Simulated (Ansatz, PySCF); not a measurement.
H$_{5}$B$_{3}$N$_{3}$, doublet, at a GFN2-xTB geometry. Base run: MP2/STO-3G run with PySCF.

Input for PySCF:
```python
from pyscf import gto, scf, mp

mol = gto.Mole()
mol.atom = '''
    B    -0.910625    1.131495    0.290768
    N    -1.376959   -0.125734    0.016191
    B    -0.697194   -1.278310   -0.271863
    N     0.738839   -1.115496   -0.281443
    B     1.357802    0.123985   -0.015966
    N     0.530975    1.231447    0.266511
    H    -1.573257    2.068270    0.528503
    H    -1.184589   -2.320098   -0.496074
    H     1.295052   -1.931439   -0.487825
    H     2.528002    0.230840   -0.029726
    H     0.934891    2.135062    0.461604
'''
mol.basis = 'sto-3g'
mol.charge = 0
mol.spin = 1
mol.verbose = 4
mol.build()

mf = scf.UHF(mol)
mf.kernel()

pt = mp.MP2(mf)
pt.kernel()
print('E(MP2) = %.10f' % pt.e_tot)
```

The same geometry, method and basis name were run in Ansatz (an electronic-structure program) and PySCF, at each program's defaults and at the settings that a row names. The base is PySCF at its defaults. Differences at the defaults can come from grids, fitting, cores and function types together.

```tsv
code and settings	ΔE vs base (µEh)	basis functions	E (Eh)	SCF cycles	SCF-reference dipole (D)
PySCF, defaults (exact integrals, spherical functions, all electrons correlated)	0.0	35	-237.74655	13	0.59
Ansatz, defaults (factorised integrals, spherical functions, frozen core)	2670	35	-237.74388	-	-
PySCF, frozen core	2654	35	-237.74390	13	0.59
Ansatz, high accuracy, frozen core	2654	35	-237.74390	-	-
```

Open shells are given as the SCF converged; they aren't shown to be the lowest states, and a large step between rows can be another state.
